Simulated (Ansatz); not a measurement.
The first iterations of a band of ClH₂InO (5 atoms, charge 0, multiplicity 1).

Theory: RKS B3LYP/def2-SVP (Ansatz 0.2.0).

- movable images: 5
- climbing image: yes
- spring: 5.0 eV/Å²
- optimiser: quadratic models (default)
- start path: through a guess of the saddle point
- force threshold: 0.03 eV/Å
- iteration limit: 60
- end points: relaxed

Initial state:

```xyz
5
Properties=species:S:1:pos:R:3
In -0.077 1.304 -1.401
H -0.976 -1.372 0.151
O -0.159 -0.994 -0.206
H 0.267 -0.531 0.549
Cl 0.945 1.593 0.906
```

Final state:

```xyz
5
Properties=species:S:1:pos:R:3
In -0.065 1.301 -1.407
H -0.335 -1.655 -0.137
O -0.681 -0.767 0.032
H -0.083 -0.373 0.705
Cl 1.164 1.494 0.808
```

| iteration | highest image above the first end (eV) | largest band force component (eV/Å) |
| --- | --- | --- |
| 1 | 38.784 | 214.046 |
| 2 | 24.264 | 140.878 |
| 3 | 10.992 | 61.847 |
| 4 | 4.911 | 32.516 |
| 5 | 2.144 | 12.584 |
| 6 | 1.104 | 6.196 |
| 7 | 1.822 | 9.407 |

Problem. Does the band converge within its limit, and where does its top end?

Solution. The run converged. It ended after 23 iterations with the highest image 0.028 eV above the first end. A vibrational analysis at the climbing image gives one clearly imaginary mode, 213i cm⁻¹: a first-order saddle point.

Run time: 4.7 min on 1 thread of Arm Neoverse V1, on a shared host, peak memory 0.14 GiB.
